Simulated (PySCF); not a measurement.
## Static response to an electric field

Compound: C6H6O3.
Geometry (GFN2-xTB, Å), atoms numbered from 1 in this order:
```
atom  x, y, z in Å
C1    -2.9798   -0.2477   -0.4277
C2    -1.6409   -0.3268    0.2498
O3    -1.4323   -0.7374    1.3563
O4    -0.6859    0.1409   -0.5841
C5     0.6253    0.1782   -0.2128
C6     1.3119   -0.1704    0.9108
C7     2.6676    0.1350    0.6235
C8     2.6893    0.6377   -0.6371
O9     1.4441    0.6688   -1.1579
H10   -3.7489   -0.6190    0.2418
H11   -3.1880    0.7842   -0.7003
H12   -2.9602   -0.8405   -1.3392
H13    0.9082   -0.5848    1.8097
H14    3.5024   -0.0062    1.2782
H15    3.4829    0.9961   -1.2603
```

Level: CAM-B3LYP/def2-SVPD (PySCF), static field, nuclei fixed, core orbitals frozen in the response. The polarisability tensor in these axes (au):

```
x   104.67   7.51   0.07
y     7.51  56.10  -9.04
z     0.07  -9.04  74.25
```

Problem. Give the principal values, the mean and the anisotropy Δα = √{½[(α1 − α2)² + (α2 − α3)² + (α1 − α3)²]}.

Solution. Principal values 51.45, 77.71 and 105.86 au; mean 78.34 au = 11.61 Å³ = 12.92 × 10⁻⁴⁰ C²·m²/J; Δα = 47.13 au (60 % of the mean).

Problem. What is the dipole moment, and where does it point?

Solution. (-0.28, 0.38, -1.07) D, 1.17 D in size, pointing from the negative to the positive side. Measured along this direction, the outermost atoms are H13 and H14 at the negative end and H11 and H12 at the positive end.

Problem. Traceless (Buckingham) quadrupole moment about the centre of nuclear charge: eigenvalues?

Solution. -10.27, -4.91, 15.18 D·Å. The values depend on the origin, since the dipole doesn't vanish. The electronic extent ⟨r²⟩ about the same centre is 1274 bohr², a root-mean-square distance of 2.32 Å for the 66 electrons.

Problem. Rayleigh depolarisation ratio (linearly polarised light, static tensor)?

Solution. ρ = 3Δα²/(45ᾱ² + 4Δα²) = 6664.4/(276177 + 8885.9) = 0.0234.

Problem. Form Σ f/ω² (atomic units) for the 8 lowest TDDFT singlets, given as eV and f, and set it beside the mean polarisability, which is this sum over all singlets: 5.63, 0.3143; 5.83, 0.0011; 6.28, 0.0000; 6.56, 0.0268; 6.85, 0.0239; 7.15, 0.0025; 7.38, 0.0072; 7.66, 0.0002.

Solution. They add up to 8.34 au, 10.6 % of the 78.34 au; the largest single term is 7.34 au, from the state at 5.63 eV. Terms in order: 7.34, 0.02, 0.00, 0.46, 0.38, 0.04, 0.10, 0.00 au. Higher excitations give the rest. The strengths listed sum to 0.376.

Problem. Find the Langevin capture rate constant for NH4+ (18.034 u) meeting this molecule (126.032 u), k = 2.342 × 10⁻⁹ cm³/s × √(α in Å³ / reduced mass in u).

Solution. The reduced mass is 15.78 u, so k = 2.01 × 10⁻⁹ cm³/s. The formula leaves out the permanent dipole, which adds to the capture rate.

Geometry: GFN2-xTB, one conformer, isolated molecule.

The run behind these numbers computed excited states as well. Hardware: one thread, Arm Neoverse V2, no GPU (shared host). Cost: 58 s of wall time.
